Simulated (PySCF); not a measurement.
Compound: C4H9OPSi.
Cartesian coordinates in Å at the PBE0-D3(BJ)/def2-SVP level; atoms count from 1:
```
atom  x, y, z in Å
C1     2.938   -0.415   -0.014
C2     1.656   -0.780   -0.108
P3     0.332    0.254   -0.808
Si4   -0.012    1.573    1.002
C5    -1.121   -0.914   -0.529
C6    -2.476   -0.345   -0.861
O7    -0.962   -2.062   -0.200
H8     3.683   -1.094    0.412
H9     3.296    0.564   -0.348
H10    1.320   -1.774    0.217
H11   -0.260    0.775    2.240
H12   -1.180    2.473    0.749
H13    1.220    2.397    1.170
H14   -3.240   -0.829   -0.237
H15   -2.695   -0.583   -1.915
H16   -2.518    0.747   -0.749
```

Computed with core-valence-separated Tamm–Dancoff BHandHLYP/aug-pcX-1 (pcseg-1 on H, def2-SVPD on P, def2-SVPD on Si) in PySCF, non-relativistic, gas phase, PBE0-D3(BJ)/def2-SVP geometry. BHandHLYP without relativity tends to put these K edges a few eV too low, so spacings mean more than positions.

The lowest roots of each edge with f over 0.003 (five at most, numbered afresh; weaker and dark ones are left out), with transition dipoles (au) in the frame of the coordinates:

```
root  edge  E (eV)       f       μx       μy       μz
   1     C  282.38  0.0584   0.0169  -0.0349  -0.0833
   2     C  282.60  0.0591  -0.0160   0.0333   0.0847
   3     C  283.46  0.0791   0.0094  -0.0291  -0.1022
   4     C  285.60  0.0247  -0.0438   0.0335  -0.0223
   5     C  285.76  0.0114   0.0310  -0.0211   0.0150
   6     O  528.64  0.0485  -0.0049   0.0162   0.0588
   7     O  533.79  0.0044   0.0140   0.0118  -0.0019
   8     O  534.07  0.0047  -0.0154  -0.0103   0.0041
   9     O  534.86  0.0040  -0.0002   0.0164  -0.0055
```

Task: Molecules are fixed in this frame and the field points along z. What effective strengths 3 f cos²θ do the roots have (θ between field and μ)?

Result: root 1 (C1): 0.144, root 2 (C2): 0.149, root 3 (C5): 0.218, root 4 (C2): 0.010, root 5 (C6): 0.005, root 6 (O7): 0.134, root 7 (O7): 0.000, root 8 (O7): 0.001, root 9 (O7): 0.001. Root 3 is the strongest. Averaged over all orientations cos²θ is 1/3, which gives f back.

On an Arm Neoverse V2 with one thread, shared host, this took 24 s and 1.0 GiB of memory at its peak.

One conformer stands for the species.
